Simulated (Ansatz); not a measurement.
C4H5Si, doublet, at a GFN2-xTB geometry; B3LYP/pcseg-1 (Ansatz, an electronic-structure program).

The Ansatz input:
Ansatz 0.2 input:
```yaml
crystal:
  periodic: [false, false, false]
  atoms:
    - {symbol: C, position_ang: [0.44591387, -1.25163106, -0.25016052]}
    - {symbol: C, position_ang: [-0.85427276, -1.18702227, -0.47642741]}
    - {symbol: C, position_ang: [-1.45041082, 0.13547882, -0.23550690]}
    - {symbol: C, position_ang: [-0.61209766, 1.09308108, 0.17677132]}
    - {symbol: Si, position_ang: [1.14625334, 0.39568132, 0.32014655]}
    - {symbol: H, position_ang: [-1.48154538, -1.99980383, -0.81057598]}
    - {symbol: H, position_ang: [-2.51176486, 0.27248353, -0.39774692]}
    - {symbol: H, position_ang: [-0.94808515, 2.09659071, 0.38137223]}
    - {symbol: H, position_ang: [2.07767975, 0.98642045, -0.63647063]}
    - {symbol: H, position_ang: [1.64137302, 0.36533126, 1.69331065]}
basis:
  gaussian:
    orbitals: pcseg-1.json
hamiltonian:
  xc: b3lyp
magnetization: {spin_polarized: true, initial_magnetization: 1}
```
The basis file holds pcseg-1 in the JSON format of the Basis Set Exchange.

What the program printed (banner, timings and long lists left out):

```
Functional definition: B3LYP
1062 factors; integrals over basis functions are off by at most 1.5e-3 eV
mean field evaluation 1: about -12094.6851 eV, gradient 3.8e1 eV
mean field evaluation 2: about -12088.4593 eV, gradient 5.1e1 eV
mean field evaluation 4: about -12102.6994 eV, gradient 5.1e0 eV
mean field evaluation 8: about -12102.9960 eV, gradient 3.0e-1 eV
mean field evaluation 16: about -12102.9978 eV, gradient 5.1e-3 eV
mean field -12102.99782350 eV, -444.7769663069 hartree, gradient 8.2e-5 eV, S^2 0.766502; 0 other end points of the search recorded, 0 dependent functions left out
reference -12102.99808825 eV, -444.7769760363 hartree; 22, 21 occupied and 77, 78 virtual orbitals, 1062 factors
Total energy: -12102.99808825 eV, -444.7769760363 hartree
```
